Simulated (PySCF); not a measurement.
Compound: C₆H₁₅NSi₂.
Numbering: `[CH3:1][CH2:2][CH2:3][NH:4][Si@H:5]1[CH:6]=[CH:7][CH2:8][SiH2:9]1`

Cartesian coordinates in Å at the GFN2-xTB level; atoms count from 1:
```xyz
24
C6H15NSi2 angstrom
C     -3.483   -0.242    0.667
C     -3.156    0.291   -0.721
C     -1.750    0.894   -0.774
N     -0.739   -0.100   -0.519
Si     0.728    0.220    0.321
C      1.640   -1.418    0.506
C      2.920   -1.467    0.159
C      3.692   -0.305   -0.388
Si     2.561    1.222   -0.670
H     -4.455   -0.730    0.671
H     -2.727   -0.959    0.975
H     -3.500    0.569    1.391
H     -3.220   -0.521   -1.450
H     -3.879    1.057   -1.007
H     -1.656    1.665   -0.006
H     -1.598    1.377   -1.751
H     -0.755   -0.833   -1.212
H      0.285    0.765    1.618
H      1.166   -2.305    0.902
H      3.490   -2.387    0.263
H      4.493   -0.067    0.317
H      4.197   -0.621   -1.304
H      2.539    1.529   -2.111
H      3.194    2.388   -0.036
```

NICS is the negative of the GIAO shielding at a point without a nucleus: at the ring centre (0) and 1 Å above and below it (1); zz is the component along the ring normal. Level: GIAO PBE0/pcSseg-1 (PySCF, non-relativistic, gas phase) on the GFN2-xTB geometry, one conformer.

Ring bond lengths (Å), with Mayer bond orders in brackets: Si5–C6 1.884 (0.89), C6–C7 1.327 (1.92), C7–C8 1.499 (1.05), C8–Si9 1.920 (0.87), Si9–Si5 2.312 (0.86).

Q: Give the NICS values of each ring in ppm.

A: 
```json
{"ring": "Si5–C6–C7–C8–Si9", "type": "5-membered ring with 2 Si; formal bonds 1 double, 4 single", "NICS(0)": "-1.5", "NICS(1), two faces": "-2.7 / -3.2", "NICS(1)zz, two faces": "-0.3 / -1.9", "rms pucker (Å)": "0.04", "centre to ring atoms, mean (Å)": "1.50"}
```

Q: What can be read from them?

A: 
- Si5–C6–C7–C8–Si9: mean NICS(1)zz -1.1 ppm, near zero. Si5, C8, Si9 have four or more neighbours, so the value isn't read as a sign of a π ring current.

Q: At the first NICS(1) probe listed for ring Si5–C6–C7–C8–Si9, 1 Å off the ring, how large is the induced field along the normal in 14.1 T applied along it?

A: NICSzz × B0 = -0.3 ppm × 14.1 T = -4 μT, against the applied field.

Q: What are the shieldings of the ring atoms and their hydrogens in the same run (means over atoms taken as equivalent)?

A: 
```json
{"atoms": "Si5", "environment": "SiH silicon", "σ isotropic (ppm)": "366.4", "principal values of the symmetric part, first atom (ppm)": "307.6, 368.6, 422.9"}
{"atoms": "C6", "environment": "alkene CH carbon", "σ isotropic (ppm)": "49.0", "principal values of the symmetric part, first atom (ppm)": "-57.9, 50.2, 154.9"}
{"atoms": "C7", "environment": "alkene CH carbon", "σ isotropic (ppm)": "24.2", "principal values of the symmetric part, first atom (ppm)": "-100.6, 20.9, 152.2"}
{"atoms": "C8", "environment": "sp3 carbon bound to silicon", "σ isotropic (ppm)": "165.9", "principal values of the symmetric part, first atom (ppm)": "149.5, 154.7, 193.5"}
{"atoms": "Si9", "environment": "SiH2 silicon", "σ isotropic (ppm)": "442.1", "principal values of the symmetric part, first atom (ppm)": "413.9, 432.4, 480.1"}
{"atoms": "H18", "environment": "Si–H hydrogen", "σ isotropic (ppm)": "26.21", "principal values of the symmetric part, first atom (ppm)": "21.9, 26.3, 30.4"}
{"atoms": "H19", "environment": "vinylic hydrogen", "σ isotropic (ppm)": "25.19", "principal values of the symmetric part, first atom (ppm)": "23.3, 24.8, 27.5"}
{"atoms": "H20", "environment": "vinylic hydrogen", "σ isotropic (ppm)": "24.40", "principal values of the symmetric part, first atom (ppm)": "21.9, 24.3, 27.0"}
{"atoms": "H21", "environment": "methylene hydrogen", "σ isotropic (ppm)": "29.71", "principal values of the symmetric part, first atom (ppm)": "24.8, 27.7, 36.6"}
{"atoms": "H22", "environment": "methylene hydrogen", "σ isotropic (ppm)": "29.52", "principal values of the symmetric part, first atom (ppm)": "24.5, 27.8, 36.3"}
{"atoms": "H23", "environment": "Si–H hydrogen", "σ isotropic (ppm)": "28.14", "principal values of the symmetric part, first atom (ppm)": "24.6, 26.1, 33.7"}
{"atoms": "H24", "environment": "Si–H hydrogen", "σ isotropic (ppm)": "28.21", "principal values of the symmetric part, first atom (ppm)": "24.5, 26.0, 34.1"}
```

Time: 60 s; peak memory 1.1 GiB. Hardware: one thread of an Arm Neoverse V2, on a shared host. This is the whole shielding run at PBE0/pcSseg-1, SCF included.
